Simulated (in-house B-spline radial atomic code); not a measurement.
Configurations of La V (La4+), with energies counted from [Kr] 4d10 5s2 (5p1/2)2 (5p3/2)3. Computed with an all-electron radial atomic-structure program (B-spline basis): Dirac-Hartree-Fock, average of each configuration as written, Fermi nucleus of rms radius 4.855 fm. Energies include first-order Breit, QED and recoil terms.

Occupations are held fixed; configurations that lie above the ionisation limit could autoionise.

```
                                        configuration  E - E(ref) (eV)  highest orbital  its <r> (bohr)
                      [Kr] 4d10 5s2 (5p1/2)1 (5p3/2)4            2.729            5p3/2           1.737
             [Kr] 4d10 5s1 (5p1/2)2 (5p3/2)3 (8p1/2)1           71.799            8p1/2           9.063
                       [Kr] (4d3/2)4 (4d5/2)5 5s2 5p6           88.043            5p3/2           1.697
[Kr] (4d3/2)3 (4d5/2)6 (4f7/2)1 5s2 (5p1/2)2 (5p3/2)3           104.98            4f7/2           1.008
[Kr] (4d3/2)4 (4d5/2)5 5s2 (5p1/2)1 (5p3/2)4 (5f7/2)1           134.37            5f7/2            3.76
[Kr] (4d3/2)3 (4d5/2)6 5s2 (5p1/2)2 (5p3/2)3 (8g9/2)1           149.33            8g9/2           16.94
```

(1) Order these further configurations by energy, lowest first.
A. [Ar] (3d3/2)3 (3d5/2)6 4s2 4p6 4d10 5s2 (5p1/2)1 (5p3/2)4 (7d5/2)1
B. [Kr] 4d10 5s1 (5p1/2)1 (5p3/2)4 (7g9/2)1
C. [Kr] 4d10 5s1 (5p1/2)2 (5p3/2)3 (6f5/2)1
D. [Kr] 4d10 5s2 (5p3/2)4 (9p3/2)1
E. [Kr] (4d3/2)3 (4d5/2)6 5s2 (5p1/2)1 (5p3/2)4 (8f5/2)1

(2) How far above the reference does [Ar] (3d3/2)4 (3d5/2)5 4s2 4p6 4d10 5s2 (5p1/2)2 (5p3/2)3 (8f5/2)1 lie?

## Answers

(1) D (59.946 eV), C (69.925 eV), B (78.806 eV), E (150.89 eV), A (893.52 eV).

(2) 879.94 eV; its least bound orbital is 8f5/2 with <r> = 13.77 bohr.
